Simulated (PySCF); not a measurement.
From one molecule to another.

First species: C5H10ClNO.
SMILES: `CNC(=O)CCCCl`

Second species: C2H7NSSi2.
Atom-mapped SMILES: `[N:1]#[C:2][CH2:3][S:4][SiH2:5][SiH3:6]` (hydrogens: H7, H8 on C3; H9, H10 on Si5; H11, H12, H13 on Si6)

Levels: PBE0/def2-SVPD for dipole moment, HOMO energy, LUMO energy, HOMO–LUMO gap, static isotropic polarisability and electronic spatial extent ⟨r²⟩ about the centre of nuclear charge; TDDFT PBE0/def2-SVPD for lowest singlet excitation; TDA PBE0/def2-SVPD for lowest triplet excitation (Tamm–Dancoff); GFN2-xTB for rotational constant A and rotational constant C. Geometries: GFN2-xTB. All species are isolated and taken at one optimised geometry, non-relativistic unless stated; the electronic structure was computed with PySCF and density fitting.

The conformers computed, where there is a choice (atom-mapped SMILES and torsion angles):
- `[CH3:1][NH:2][C:3](=[O:4])[CH2:5][CH2:6][CH2:7][Cl:8]`: C1–N2–C3–O4 0°, N2–C3–C5–C6 -156°, C3–C5–C6–C7 67°, C5–C6–C7–Cl8 63°
- `[N:1]#[C:2][CH2:3][S:4][SiH2:5][SiH3:6]`: C2–C3–S4–Si5 -51°, C3–S4–Si5–Si6 -45°

Problem. Which has the higher HOMO energy?

Solution. The second: -7.34 eV against -7.53 eV, a difference of 0.19 eV.

Problem. Which has the higher HOMO–LUMO gap?

Solution. The first: 7.93 eV against 6.44 eV, a difference of 1.49 eV.

Problem. Which of the two has the higher T1 energy, and by how much?

Solution. The first: 5.40 eV against 4.63 eV, a difference of 0.77 eV.

Problem. Which of the two has the higher dipole moment, and by how much?

Solution. The second: 2.80 D against 2.60 D, a difference of 0.20 D.

Problem. Which of the two has the higher S1 energy, and by how much?

Solution. The first: 5.89 eV against 5.09 eV, a difference of 0.80 eV.

Problem. Which of the two has the higher ⟨r²⟩, and by how much?

Solution. The first: 1534 bohr² against 1188 bohr², a difference of 346 bohr².

Problem. Which of the two has the higher static isotropic polarisability, and by how much?

Solution. The second: 103.4 au against 85.7 au, a difference of 17.7 au.

Problem. Which of the two has the higher rotational constant A, and by how much?

Solution. The first: 2.967 GHz against 2.134 GHz, a difference of 0.833 GHz.

On the first: No computed singlet falls in the visible range (750 to 380 nm, 1.65 to 3.26 eV); S1 lies 2.63 eV above its blue end. A dipole of 2.60 D is allowed in C1, and pure rotational transitions are dipole-allowed.

On the second: The principal polarisabilities are 94.2, 103.8 and 112.2 au; their mean is the isotropic value.
